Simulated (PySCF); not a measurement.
Species: C4H6Cl2O2S.
Geometry (GFN2-xTB, Å), atoms numbered from 1 in this order:
```xyz
15
C4H6Cl2O2S angstrom
C     -2.539   -0.100   -0.401
S     -0.794   -0.583   -0.377
O     -0.313   -0.692   -1.726
O     -0.629   -1.724    0.479
C      0.013    0.832    0.401
C      1.318    0.857    0.597
C      2.215   -0.259    0.202
Cl     3.416    0.355   -0.958
Cl     3.041   -0.871    1.653
H     -2.632    0.803   -0.990
H     -2.861    0.048    0.622
H     -3.097   -0.909   -0.858
H     -0.639    1.639    0.686
H      1.811    1.702    1.064
H      1.685   -1.089   -0.265
```

Method: PBE0/pcSseg-1 in PySCF (dipole) on a GFN2-xTB geometry, gas phase.

Take the most abundant isotopes and a rigid rotor. The values belong to one conformer with, in the numbering `[CH3:1][S:2](=[O:3])(=[O:4])/[CH:5]=[CH:6]\[CH:7]([Cl:8])[Cl:9]`, C1–S2–C5–C6 180°, C5–C6–C7–Cl8 120°.

**Question.** What are A, B and C (MHz)?

**Answer.** Ia = 279.59, Ib = 856.72, Ic = 972.49 u·Å²; 505379 MHz·u·Å²/I gives A = 1808, B = 589.9, C = 519.7 MHz.

**Question.** What kind of rotor is it?

**Answer.** An asymmetric top; Ray's κ = -0.891.

**Question.** Is it planar, by Δ = Ic − Ia − Ib?

**Answer.** Not planar: Δ = Ic − Ia − Ib = -163.82 u·Å². For a rigid frame Δ = −2 Σ m c², so Σ m c² = 81.91 u·Å² lies off the ab plane: 13.07 from hydrogen and 68.84 from heavier atoms. The atom farthest from that plane is 2.26 Å away.

**Question.** Give the other two planar moments, Paa and Pbb, and the rms extents of the mass along the axes.

**Answer.** Paa = Σ m a² = (Ib + Ic − Ia)/2 = 774.81 and Pbb = Σ m b² = (Ia + Ic − Ib)/2 = 197.68 u·Å². With the mass M = 187.95 u, the rms extents √(P/M) along a, b and c are 2.03, 1.03, 0.66 Å.

**Question.** Predict some low-J microwave lines.

**Answer.** The dipole components are |μa| = 3.31 D, |μb| = 0.00 D, |μc| = 4.24 D; the mirror of this Cs structure is the ac plane, so μb vanishes by symmetry (the 0.01 D computed is a residue) and there are no b-type lines. Intensities carry the squares of the components, which stand as 0.61 : 1.00 (a : c). Some lines, for components of 0.1 D or more:

```json
{"type": "a", "branch": "R", "J(Ka,Kc)": "1(0,1) ← 0(0,0)", "MHz": "1110", "lower level (cm⁻¹)": "0.000"}
{"type": "c", "branch": "Q", "J(Ka,Kc)": "2(1,2) ← 2(0,2)", "MHz": "1150", "lower level (cm⁻¹)": "0.111"}
{"type": "c", "branch": "Q", "J(Ka,Kc)": "1(1,1) ← 1(0,1)", "MHz": "1218", "lower level (cm⁻¹)": "0.037"}
{"type": "a", "branch": "R", "J(Ka,Kc)": "2(1,2) ← 1(1,1)", "MHz": "2149", "lower level (cm⁻¹)": "0.078"}
{"type": "a", "branch": "R", "J(Ka,Kc)": "2(0,2) ← 1(0,1)", "MHz": "2216", "lower level (cm⁻¹)": "0.037"}
{"type": "a", "branch": "R", "J(Ka,Kc)": "2(1,1) ← 1(1,0)", "MHz": "2289", "lower level (cm⁻¹)": "0.080"}
{"type": "c", "branch": "R", "J(Ka,Kc)": "1(1,0) ← 0(0,0)", "MHz": "2397", "lower level (cm⁻¹)": "0.000"}
{"type": "c", "branch": "R", "J(Ka,Kc)": "2(1,1) ← 1(0,1)", "MHz": "3577", "lower level (cm⁻¹)": "0.037"}
{"type": "c", "branch": "Q", "J(Ka,Kc)": "2(2,1) ← 2(1,1)", "MHz": "3653", "lower level (cm⁻¹)": "0.156"}
{"type": "c", "branch": "R", "J(Ka,Kc)": "2(2,0) ← 1(1,0)", "MHz": "5945", "lower level (cm⁻¹)": "0.080"}
{"type": "c", "branch": "R", "J(Ka,Kc)": "2(2,1) ← 1(1,1)", "MHz": "6013", "lower level (cm⁻¹)": "0.078"}
```

**Question.** Estimate the classical rotational partition function at 25 K, 50 K and 200 K.

**Answer.** Point group Cs, symmetry number σ = 1; q = (√π/σ)·√((kT/h)³/(ABC)), k/h = 20836.6 MHz/K: 28300 at 25 K, 80100 at 50 K, 641000 at 200 K.

Whether it is a minimum is left open (no frequencies). Zero-point vibration and centrifugal distortion are left out. A rigid rotor knows nothing of internal rotation, which can split or shift real lines. Quadrupole hyperfine structure (35Cl) is left out.
